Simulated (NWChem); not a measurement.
System: AsH, triplet; SMILES [AsH]

Program: NWChem. Spin-unrestricted. Structure relaxed at the PBE0/def2-SVP, spin-unrestricted level. No stability test was run on the SCF state. Level PBE/def2-TZVP: single points from the atomic guess with DIIS by default; each run changes one setting, and all converged runs end within 0.3 mHa of each other.

Q: Which setting needs the most SCF iterations, or fails (defaults; no DIIS, 40 % damping; no level shifting; DIIS on 20 Fock matrices; occupation smearing of 0.005 Ha; DIIS on 3 Fock matrices)?

A: no DIIS, 40 % damping, with 13 against 7 for the defaults.
```
setting                          SCF iterations
-------------------------------  --------------
defaults                                      7
occupation smearing of 0.005 Ha               7
no DIIS, 40 % damping                        13
no level shifting                             7
DIIS on 20 Fock matrices                      7
DIIS on 3 Fock matrices                       7
```
